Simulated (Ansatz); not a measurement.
Born–Oppenheimer molecular dynamics of H$_{6}$O$_{4}$Si$_{2}$ (12 atoms, charge 0, multiplicity 1). It starts from a relaxed structure.

Level of theory: RHF/6-31G* (Ansatz).

```
ensemble        : NVT, Langevin thermostat
time step       : 0.5 fs
steps asked     : 166
set temperature : 200 K
friction        : 0.001 /fs
seed            : 644585
```

First frame:

```xyz
12
Properties=species:S:1:pos:R:3
Si -0.295 -0.319 -0.051
O -0.691 -0.809 1.437
Si -1.323 -0.333 2.876
H -2.783 -0.529 2.872
H -0.729 -1.163 3.937
H -1.022 1.084 3.139
O 1.190 0.336 -0.170
H 1.909 -0.253 -0.354
O -1.373 0.832 -0.453
H -1.135 1.433 -1.145
O -0.295 -1.620 -1.035
H -0.950 -2.287 -0.884
```

(1) What does the run give?

(2) What happens to the structure?

(3) How do temperature and energy run in time?

Answers

(1) The run went to its last step.

```json
{
 "steps done": "166",
 "time covered": "83 fs",
 "mean temperature over the second half": "153 K",
 "spread of the potential energy over the second half": "2.5 meV per atom",
 "mean potential energy of the second half above the start": "10.7 meV per atom"
}
```

The mean temperature of the second half is 23 % below the set value. A run of 0.083 ps of so small a system gives no equilibrium averages.

(2) The same pairs are bonded in the first frame and the last. Pairs count as bonded within 1.25 times the sum of covalent radii (0.12 Å more for H–H). Another seed would give other details.

(3) 
```tsv
time (fs)	T (K)	potential energy less start (eV)
0	183	0.000
6.5	109	0.125
13	117	0.122
19.5	137	0.098
26	114	0.153
32.5	139	0.113
39	121	0.146
45.5	163	0.092
52	142	0.134
58.5	156	0.129
65	152	0.133
71.5	111	0.198
78	164	0.122
```

Time of the run: 4.3 min on 2 threads of Arm Neoverse V1, with other jobs on the host, peak memory 0.23 GiB.
